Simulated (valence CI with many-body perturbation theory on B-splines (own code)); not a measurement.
The numbers below are computed, except where a source is named.
# Hyperfine factors and g values of Pm XIII

Level of theory: valence CI with perturbative core correlation (CI+MBPT): three valence electrons over a frozen Dirac-Fock core [Kr] 4d10, radial functions for each j: 7 s, 7 p, 7 d, 7 f, 4 g, 2 h, with the one-electron correlation potential Σ1, the two-electron term Σ2, the three-electron term Σ3, Breit, model QED; selected CI, second order for the rest, scaled by the run's own slope (own B-spline code, finite nucleus).

No measured spectrum was set against this ion. As an estimate, terms of the open shell hold to a few per cent of their energy, and close levels can change places; configurations with another count of f electrons can be misplaced by thousands of cm⁻¹.

A/g_I is the dipole constant over the nuclear g factor μ/I (μ in nuclear magnetons, uniformly magnetised nucleus), B/Q the quadrupole constant per barn. Both hold the static response of the core; the bare values leave it out. Large factors of s and p1/2 electrons are usually good to 5 to 10 %; those of open d and f shells near neutrality can be off by tens of per cent, and small factors of p3/2, d and f electrons come from cancelling terms and can be off by a factor of two or in sign, in half-filled shells by more. B is blank for J = 1/2, where it vanishes, and for nearly pure S terms. Energies count from the lowest level.

Names give the largest LS component (configuration and term), which can be under half, so a name can repeat, a term be missing and a line seem to break the LS rules; names also repeat where a configuration has a term twice. Letters in brackets count levels of one name in rising energy.

```
              Level  E (cm⁻¹)      g  A/g_I (MHz)  A/g_I bare  B/Q (MHz/b)  B/Q bare
     4f 5s2 2F°_5/2       0.0  0.856         1040        1040         1430      1190
     4f 5s2 2F°_7/2      5149  1.142          582         733         1670      1360
      4f2 5s 4H_7/2     74829  0.670       -11300      -10500         1290      1050
      4f2 5s 4H_9/2     76761  0.969         3750        3590         1280      1030
     4f2 5s 4H_11/2     79513  1.131         7650        7300         1430      1130
     4f2 5s 4H_13/2     82649  1.230         9090        8700         1660      1310
      4f2 5s 4F_3/2     83072  0.406       -21100      -19900         -287      -231
      4f2 5s 4F_5/2     84318  1.028         6330        6000         -288      -237
      4f2 5s 4F_7/2     85974  1.226        10100        9660         -332      -279
      4f2 5s 4F_9/2     86644  1.192         9330        8930          156       117
      4f2 5s 2H_9/2     88324  1.028         4200        4040          941       764
      4f2 5s 2G_7/2     92139  0.919        -9270       -8510          226       181
     4f2 5s 2H_11/2     93253  1.090        -4910       -4360         1660      1330
      4f2 5s 2G_9/2     94290  1.130        12700       12000          287       234
      4f2 5s 2F_5/2     95512  0.872         1920        1790         -488      -398
      4f2 5s 2F_7/2     99975  1.117        -8000       -7210         -450      -371
      4f2 5s 2D_5/2    106500  1.262        22800       21400         -942      -763
      4f2 5s 2D_3/2    106960  0.860       -20100      -18600         -573      -464
      4f2 5s 4P_1/2    110260  2.659        68800       65100                       
      4f2 5s 4P_3/2    111550  1.679        28200       26700          656       526
     4f2 5s 2I_13/2    113640  1.076         9320        8800         3250      2610
     4f2 5s 2I_11/2    113700  0.923        -7880       -7230         3120      2510
      4f2 5s 4P_5/2    113780  1.520        22700       21500        -1020      -809
     5s2 5p 2P°_1/2    115490  0.665        34700       32600                       
      4f2 5s 2P_1/2    121710  0.678         6000        5160                       
      4f2 5s 2P_3/2    123650  1.319       -14800      -13300         -968      -784
      4f2 5s 2S_1/2    157700  1.998       113000      105000                       
    4f 5s 5p 4G_5/2    160040  0.759        -4360       -4000         -382      -471
4f 5s 5p 4F_7/2 [a]    165550  1.145         7530        7160        -1960     -1940
     5s2 5p 2P°_3/2    167700  1.333         4960        4360         9710      8820
    4f 5s 5p 4F_3/2    168300  0.525       -25900      -24000        -1620     -1540
4f 5s 5p 2F_7/2 [a]    170290  1.144        17000       16000        -2740     -2600
    4f 5s 5p 4F_5/2    171260  1.034        -2630       -2210         2230      1940
    4f 5s 5p 4F_9/2    174500  1.239        15400       14400        -6170     -5770
4f 5s 5p 2F_5/2 [a]    179690  0.923        -3740       -3360          586       411
4f 5s 5p 2G_7/2 [a]    183350  1.056         1030        1120         4260      3710
        4f3 4I°_9/2    183480  0.732         1220        1040          515       414
       4f3 4I°_11/2    186220  0.965          775         819          533       413
       4f3 4I°_13/2    189110  1.106          510         688          592       447
       4f3 4I°_15/2    192100  1.197          342         609          681       508
```

Question: Take the isotope of mass number 147, with I = 7/2, μ = 2.58 μN and Q = 0.74 b. What is the hyperfine structure of 4f2 5s 4H_9/2?

Answer: From the table A = 2760 MHz, B = 945 MHz. Shifts from the centre of gravity in MHz: F = 1: -52700, F = 2: -47300, F = 3: -39200, F = 4: -28300, F = 5: -14700, F = 6: 1830, F = 7: 21300, F = 8: 43700.
